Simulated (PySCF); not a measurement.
Isomers of CH10O2SSi3, one GFN2-xTB conformer each. Single-point energies are computed at PBE0/pcSseg-1 (PySCF, gas phase, no added dispersion term), electronic only.

| SMILES | GFN2-xTB relative energy (kJ/mol) |
| --- | --- |
| O[Si@@H](CO[SiH3])[SiH2]S | 79.4 |
| [SiH3]O[C@@H]([SiH3])O[SiH2]S | 0.0 |

Conformers: `[OH:1][Si@@H:2]([CH2:3][O:4][SiH3:5])[SiH2:6][SH:7]` with H–O1–Si2–C3 45°, O1–Si2–C3–O4 -53°, Si2–C3–O4–Si5 -175°, O1–Si2–Si6–S7 -57°, Si2–Si6–S7–H 40°; `[SiH3:1][O:2][C@@H:3]([SiH3:4])[O:5][SiH2:6][SH:7]` with Si1–O2–C3–Si4 110°, O2–C3–O5–Si6 -7°, C3–O5–Si6–S7 -175°, O5–Si6–S7–H -2°.

Question: What does PBE0/pcSseg-1 give for the same structures?

Answer: 
| SMILES | PBE0/pcSseg-1 E (Eh) | PBE0/pcSseg-1 (kJ/mol) | GFN2-xTB (kJ/mol) | point group |
| --- | --- | --- | --- | --- |
| O[Si@@H](CO[SiH3])[SiH2]S | -1460.52781 | 0.0 | 79.4 | C1 |
| [SiH3]O[C@@H]([SiH3])O[SiH2]S | -1460.50261 | 66.2 | 0.0 | C1 |

GFN2-xTB puts [SiH3]O[C@@H]([SiH3])O[SiH2]S lowest instead. As drawn, the lower has an O–H bond and an Si–Si bond, which the higher lacks.

Question: Which frontier levels, dipoles and rotational constants go with these structures?

Answer: 
```json
{"SMILES": "O[Si@@H](CO[SiH3])[SiH2]S", "HOMO (eV, PBE0/pcSseg-1)": "-7.15", "LUMO (eV)": "-0.61", "dipole (D)": "2.66", "A, B, C (MHz)": "2458, 455.1, 431.9"}
{"SMILES": "[SiH3]O[C@@H]([SiH3])O[SiH2]S", "HOMO (eV, PBE0/pcSseg-1)": "-7.07", "LUMO (eV)": "-0.26", "dipole (D)": "3.66", "A, B, C (MHz)": "1728, 665.5, 507.1"}
```
